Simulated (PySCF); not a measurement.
Al(GeH3)(OH)2 (AlGeH5O2), SMILES [OH][Al]([OH])[GeH3]. Atoms are numbered in the order given.

```xyz
9

Al    -0.9747     0.1812     0.4122
Ge     1.2421    -0.2282    -0.5302
H      1.4701    -1.7279    -0.8110
H      1.4563     0.5264    -1.8565
H      2.3588     0.2158     0.4373
O     -1.3770    -0.6077     1.8647
H     -2.1857    -0.5699     2.3760
O     -2.0297     1.2329    -0.4094
H     -2.9205     1.4992    -0.1800
```
Charge 0, spin multiplicity 1.

Geometry optimised at PBE0-D3(BJ)/def2-SVP. The structure was generated by enumeration; whether it is a known compound was not checked. Other conformers were not sampled.

Level of theory: PBE/pcSseg-1 run with PySCF.

GIAO shieldings, no solvent; atoms listed in one row are averaged. δ = σ(ref) − σ: ⁷³Ge against GeH4 (σ = 1614.4 ppm); ¹H against TMS (σ = 31.49 ppm); ¹⁷O against H2O (σ = 334.3 ppm), references at their B3LYP-D3(BJ)/def2-TZVP geometries, non-relativistic.

```tsv
nucleus	atoms	count	δ (ppm)
⁷³Ge	Ge2	1	-99.8
¹H	H3, H4, H5	3	3.41
¹H	H7, H9	2	2.34
¹⁷O	O8	1	65.2
¹⁷O	O6	1	63.9
```
